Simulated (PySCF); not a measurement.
A series of related molecules

Computed with TDDFT CAM-B3LYP/def2-TZVPD excited states, vertical, gas phase (PySCF 2.14.0). Geometry: PBE0-D3(BJ)/def2-SVP.

Each molecule in one low-energy conformer.

The calculation is non-relativistic, which matters for the atoms heavier than Zn.

**Question.** Order by largest two-photon cross section among the few lowest singlets (linear parallel light, single beam, Lorentzian half width 0.1 eV, states within 0.08 eV summed), lowest first.
A. C=C(F)/C(F)=C\C
B. C=C(F)/C(F)=C\Br
C. C=C(F)/C(F)=C/[SiH3]

**Answer.** A (14 GM), B (17 GM), C (22 GM).

All values:
```tsv
molecule	change	S1 (eV)	f(S1)	largest σ (GM)	at photon λ (nm)
C=C(F)/C(F)=C/[SiH3]	H replaced by SiH3	5.48	0.756	21.7	365
C=C(F)/C(F)=C\Br	H replaced by Br	5.23	0.616	17.3	376
C=C(F)/C(F)=C\C	H replaced by CH3	5.61	0.697	13.9	354
```
